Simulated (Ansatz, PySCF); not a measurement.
B(H)(Cl)(OEt) (C₂H₆BClO), SMILES O(BCl)CC.

Coordinates come from a PBE0-D3(BJ)/def2-SVP optimisation. The structure was generated by enumeration, and PubChem lists no compound with its InChIKey, so it may never have been made. The values are those of a single conformer.

Vertical ionisation energy (IE) and electron affinity (EA) in eV. Rows of orbital energies are one-electron estimates. Where ΔSCF, EOM or ADC give a negative EA the extra electron is unbound and the value depends on the basis.

```csv
level,IE,EA
"−ε(HOMO), −ε(LUMO), r2SCAN/def2-TZVP (PySCF)",7.64,0.91
"−ε(HOMO), −ε(LUMO), PBE/def2-TZVP (PySCF)",7.29,1.25
"ΔSCF, PBE0/def2-SVPD (Ansatz), final states of multiplicity 2 and 2",11.00,-1.30
"ΔSCF, PBE/def2-SVPD (Ansatz), final states of multiplicity 2 and 2",10.47,-1.12
```

Task: What vertical singlet–triplet gap does ΔSCF give with PBE0/def2-SVPD (Ansatz, an electronic-structure program) and with PBE/def2-SVPD (Ansatz)? (The exact figures need the calculation; the answer reports its results.)

Result: 6.32 and 5.88 eV (triplet above singlet where positive).
